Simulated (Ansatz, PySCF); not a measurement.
This PySCF input computes a BLYP/def2-TZVPD energy:

```python
from pyscf import gto, scf, dft

mol = gto.M(
    atom='''
    Si    0.26425806   -0.15645899    0.31984687
    Cl    1.22933227    1.33796932    1.43829372
    Cl    1.49935078   -0.42902873   -1.34623474
    O    -1.19676098    0.30373625   -0.05673706
    Si   -2.60805731   -0.77671437   -0.46072102
    H     0.39623919   -1.38670208    1.11269319
    H    -2.62164370   -1.53886171    0.88599927
    H    -1.77492968   -1.89188920   -1.13756087
    ''',
    basis='def2-tzvpd',
    charge=-1,
    spin=0,
    verbose=4,
)

mf = dft.RKS(mol, xc='blyp').density_fit(auxbasis='def2-universal-jkfit')
mf.grids.level = 3
mf.conv_tol = 1e-9
mf.max_cycle = 100
mf.max_memory = 1500
mf.kernel()
if not mf.converged:
    mf = mf.newton()
    mf.kernel(mf.make_rdm1())
mf.analyze()
```

### Question
Write an input for the same energy in Ansatz (a quantum-chemistry and plane-wave program) and say what it gives.

### Answer

Ansatz 0.2 input:
```yaml
crystal:
  periodic: [false, false, false]
  atoms:
    - {symbol: Si, position_ang: [0.26425806, -0.15645899, 0.31984687]}
    - {symbol: Cl, position_ang: [1.22933227, 1.33796932, 1.43829372]}
    - {symbol: Cl, position_ang: [1.49935078, -0.42902873, -1.34623474]}
    - {symbol: O, position_ang: [-1.19676098, 0.30373625, -0.05673706]}
    - {symbol: Si, position_ang: [-2.60805731, -0.77671437, -0.46072102]}
    - {symbol: H, position_ang: [0.39623919, -1.38670208, 1.11269319]}
    - {symbol: H, position_ang: [-2.62164370, -1.53886171, 0.88599927]}
    - {symbol: H, position_ang: [-1.77492968, -1.89188920, -1.13756087]}
basis:
  gaussian:
    orbitals: def2-TZVPD
hamiltonian:
  xc: {name: BLYP}
total_charge: -1
output: {forces: true}
```
It gives -1576.67906 Eh, and PySCF -1576.67915 Eh, a difference of 0.09 mEh, from the treatment of integrals and grids.

It need not be the lowest isomer of its formula. Whether it binds its extra electron was not tested at this geometry.
